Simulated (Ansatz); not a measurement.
Series Al-XY, Y = methyl, computed as singlets and as triplets. Isolated molecules, 0 K electronic values unless said otherwise. One relaxed conformer stands for each flexible species; it need not be the lowest. Strings in code marks are SMILES.

Quantity: adiabatic spin-state energy, in kcal/mol.

Case: `[CH3][Al-][SiH3]`: multiplicity 3 minus multiplicity 1. The other species in the difference include `[CH3][Al-][SiH3]` (charge -1, multiplicity 1). Geometry of `[Al-]([SiH3])[CH3]` (charge -1, multiplicity 3, Å):

```xyz
9

C      1.9678     0.3927    -0.0745
Al     0.1973     0.8701     0.7787
Si    -1.8404    -0.3166     0.1184
H      2.2341    -0.6534     0.1157
H      1.9410     0.5436    -1.1598
H      2.7744     1.0165     0.3255
H     -3.0382     0.1976     0.8739
H     -1.9302    -1.8143     0.3458
H     -2.3060    -0.2362    -1.3238
```

Problem. Give the adiabatic spin-state energy at the level B3LYP/aug-cc-pVTZ // PBE0-D3(BJ)/def2-TZVPD (Ansatz, a quantum-chemistry and plane-wave program).

Solution. 17.0 kcal/mol.
